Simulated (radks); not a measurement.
Results of a calculation; reference values are marked as such.
All-electron atom: S4+ in [Ne] 3s2.

Code: a radial shooting solver on a logarithmic mesh with Libxc functionals. Model: non-relativistic Kohn-Sham, LDA (Slater exchange, Perdew-Wang correlation), spin-polarised, spherical densities, point nucleus.

Energy parts (Ry):
| part | energy |
|---|---|
| total | -784.93956 |
| kinetic | 783.50281 |
| electron-nucleus | -1818.00581 |
| Hartree | 294.70213 |
| exchange-correlation | -45.13869 |

Orbitals (lengths in bohr, moments of r in powers of bohr; r(90%) holds 90 % of the orbital's charge):
orbital  occ.  eigenvalue (Ry)  r(90%)
1s          2        -180.1428   0.174
2s          2        -19.76109   0.753
2p          6        -15.88562   0.734
3s          2         -4.84166    2.16

The highest occupied level is 3s at -65.874 eV. Summed over all electrons, <r^2> = 6.945 bohr^2, which gives a Langevin (diamagnetic) susceptibility term of -5.5 x 10^-6 cm^3/mol. The density falls to 0.001 e/bohr^3 at r = 2.80 bohr. The electron density at the nucleus is 2663 e/bohr^3.
